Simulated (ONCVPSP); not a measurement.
## Potentials for barium (Ba) compared

Generated with ld1.x 7.5 (TM, RRKJ, ultrasoft, PAW), atompaw 4.2 or ONCVPSP 4.0.1. The cutoff is in Ry: for ld1.x and atompaw files where the sum of valence levels is converged to 10 mRy in a Bessel basis, for ONCV files where the hardest occupied wave has 1 mHa per electron of residual kinetic energy. The error is the largest all-electron minus pseudo excitation energy over each file’s own four to seven test configurations (ionisations up to +4, promotions, holes and added fractions of an electron), all of which were solved. The labels leave out finer settings (local radius, basis sizes, second energies), which also bear on the numbers. Spin-polarised tests are not counted. The rows are a selection from randomly drawn settings: files with unsolved tests, undetermined cutoffs or missed reference levels are left out.

```tsv
potential	cutoff (Ry)	largest error (meV)	bound ghosts
ONCV, PBE, scalar-relativistic, rc 2.60/2.50/2.80 (spd), local smoothed, core correction yes, reference 5s2 5p6 6s2, qcut 4.2/6.8/4.1, projectors 2/2/3	22	-7.0	none
ONCV, PBEsol, fully relativistic, rc 2.30/2.90/2.90 (spd), local smoothed, core correction yes, reference 5s2 5p6 6s2, qcut 3.9/5.7/3.7, projectors 2/2/1	15	-3.3	none
ONCV, PBEsol, scalar-relativistic, rc 2.35/2.95/3.10 (spd), local smoothed, core correction yes, reference 5s2 5p6 6s1.75, qcut 4.7/5.7/2.8, projectors 3/2/1	16	-3.3	none
ONCV, PBE, scalar-relativistic, rc 2.40/2.25/2.25 (spd), local d, core correction no, reference 5s2 5p6 6s2, qcut 4.6/6.2/4.5, projectors 2/2/0	24	-2.6	none
ONCV, PBE, fully relativistic, rc 2.50/2.80/3.05 (spd), local smoothed, core correction yes, reference 5s2 5p6 6s1 6p1, qcut 5.2/5.8/3.4, projectors 2/2/3	20	+0.4	none
```

Q: Fill in the row for Ba: ONCV, PBE, fully relativistic, rc 3.00/3.00/2.50 (spd), local d, core correction no, reference 5s2 5p6 6s1, qcut 4.9/4.1/4.4, projectors 2/2/0.

A: cutoff 13 Ry, largest error +4.4 meV, bound ghosts: none.

Q: Fill in the row for Ba: ONCV, PBE, scalar-relativistic, rc 3.05/3.05/3.10 (spd), local p, core correction yes, reference 5s2 5p6 6s2, qcut 4.7/3.9/3.6, projectors 2/0/2.

A: cutoff 11 Ry, largest error +251 meV, bound ghosts: none.

Q: Fill in the row for Ba: ONCV, PBEsol, fully relativistic, rc 3.15/3.65/2.85 (spd), local smoothed, core correction no, reference 5s2 5p6 6s1.75 6p0.25, qcut 3.1/3.3/3.6, projectors 2/2/2.

A: cutoff 8 Ry, largest error -13 meV, bound ghosts: none.
